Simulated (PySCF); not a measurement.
**Exercise with solution: chemical shift, span and skew from a shielding tensor**

CH₆O₂Si₂, SMILES O[Si@H]1OC[SiH2]1. Atoms are numbered in the order given.

```xyz
11

O      2.0117     1.0186     0.0693
Si     0.6051     0.4484    -0.6015
O      0.4045    -1.2239    -0.4680
C     -0.8329    -1.4597     0.2427
Si    -1.3849     0.3569     0.5992
H      2.1685     0.8118     0.9965
H      0.6679     0.9240    -2.0039
H     -1.5323    -2.0239    -0.3974
H     -0.6382    -2.0708     1.1407
H     -2.6824     0.7599    -0.0174
H     -1.3976     0.7257     2.0466
```

Geometry: ωB97X-D3(BJ)/def2-SVP. The structure was generated by enumeration; whether it is a known compound was not checked. The values are those of a single conformer.

GIAO shieldings from PBE0/pcSseg-1 (PySCF), non-relativistic, no solvent. The symmetric part of the tensor of C4 has the principal values 92.5, 103.4, 187.4 ppm. The same nucleus in TMS has σ = 186.3 ppm at this level (PySCF, at its B3LYP-D3(BJ)/def2-TZVP geometry).

Task: Work out the isotropic shielding, the ¹³C shift against TMS, the span and the skew.

Result: 
σ(iso) = (σ11 + σ22 + σ33)/3 = 127.8 ppm. δ = σ(ref) − σ(iso) = 186.3 − (127.8) = 58.5 ppm.
Span Ω = σ33 − σ11 = 94.9 ppm. Skew κ = 3(σ(iso) − σ22)/Ω = 0.77. Tumbling in solution averages the tensor to δ; in a static solid the shielding alone would spread this spin-1/2 line over Ω.
